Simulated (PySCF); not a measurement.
All values below come from PBE-D3(BJ)/def2-TZVP // B3LYP-D3(BJ)/def2-TZVP (PySCF 2.14.0). Gas-phase values, no solvent. One relaxed conformer stands for a flexible species; it need not be the lowest. Excitations are Tamm–Dancoff values on a coarser integration grid. The basis has no diffuse functions, so Rydberg states are missing or too high.

Reference species (SMILES): `OC1BB1` (neutral, multiplicity 1).

The T1 excitation (TDA) is 3.47 eV and the HOMO is -5.96 eV. The LUMO is -1.73 eV.

After one change: the T1 excitation (TDA) falls by 0.95 eV; the HOMO increases by 0.72 eV; the LUMO falls by 0.65 eV.

Task: Which change was made? The new species is one of these.
A. `BOB=C`
B. `B=BCO`
C. `CBB=O`
D. `[H]/B=C/OB`

Result: A, `BOB=C`
